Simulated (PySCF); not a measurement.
A GIAO shielding run with PySCF 2.14 (density fitting, non-relativistic, gas phase) on SMILES P[SiH2][Si@@H]([SiH3])C1CC1, C₃H₁₃PSi₃:

```
$ OMP_NUM_THREADS=1 python probes_run.py task.json out

{"job": {"kind": "nmr", "xc": "PBE0", "basis": "pcSseg-1"}, "charge": 0, "multiplicity": 1}
Si     0.512093     2.410370    -0.191733
Si     0.175173     0.123287     0.140788
Si     1.835525    -1.264135    -0.748100
P      3.878825    -0.693036    -0.028559
C     -1.494330    -0.424844    -0.561916
C     -2.762485    -0.022223     0.134037
C     -2.319591    -1.446675     0.167043
H      1.357585     2.649224    -1.366218
H     -0.722579     3.170275    -0.398668
H      1.197745     3.032379     0.944842
H      0.065181    -0.137580     1.597830
H      1.757158    -2.705844    -0.472621
H      1.945616    -1.150152    -2.210618
H      3.505723    -0.489575     1.285577
H      3.742284     0.648859    -0.328159
H     -1.559802    -0.470848    -1.643333
H     -3.622429     0.237238    -0.466051
H     -2.683381     0.554858     1.043473
H     -1.940416    -1.837750     1.099274
H     -2.873046    -2.173150    -0.409620
```

Hardware: 1 thread of an Arm Neoverse N1, shared host. The job also computes population analyses, field gradients, ring-centre shieldings.

(1) How large is the calculation?

(2) How long does it take, and how much memory does it need?

Answers

(1) 88 electrons, 212 basis functions and 1195 auxiliary functions.

(2) 74 s of wall time, with 12 SCF cycles and 4 response iterations; peak memory 0.88 GiB. Times on a shared host scatter by some tens of per cent.
